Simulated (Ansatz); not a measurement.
CH₅ClSSi (`C[SiH](S)Cl`), relaxed with RKS PBE-D4/def2-SVP in Ansatz from a rough embedded geometry. The force threshold is 0.03 eV/Å; the program also tests the step.

The species carries charge 0 and has multiplicity 1.

Start:

```xyz
9

C    -0.862   -0.763    0.019
Si    0.336    0.435   -0.556
S     0.673    1.832    0.989
Cl    2.074   -0.413   -0.961
H    -1.849   -0.371    0.247
H    -0.531   -1.361    0.921
H    -1.067   -1.562   -0.741
H    -0.171    1.157   -1.758
H     1.397    1.046    1.841
```

```csv
step,energy (eV),largest force (eV/Å),largest move (Å)
1,-32330.3754,2.283,0.000
2,-32330.6085,1.206,0.194
3,-32330.7169,0.634,0.124
4,-32330.7287,0.256,0.022
5,-32330.7362,0.072,0.080
6,-32330.7404,0.115,0.101
7,-32330.7421,0.077,0.059
8,-32330.7428,0.022,0.037
```

End:

```xyz
9

C    -0.862   -0.833    0.047
Si    0.367    0.453   -0.550
S     0.771    1.954    0.941
Cl    2.108   -0.554   -1.127
H    -1.806   -0.344    0.359
H    -0.451   -1.395    0.910
H    -1.081   -1.559   -0.763
H    -0.129    1.234   -1.728
H     1.083    1.045    1.910
```

It took 14 s on 2 threads of a server CPU on a shared host, with 0.17 GiB of host memory at the peak.
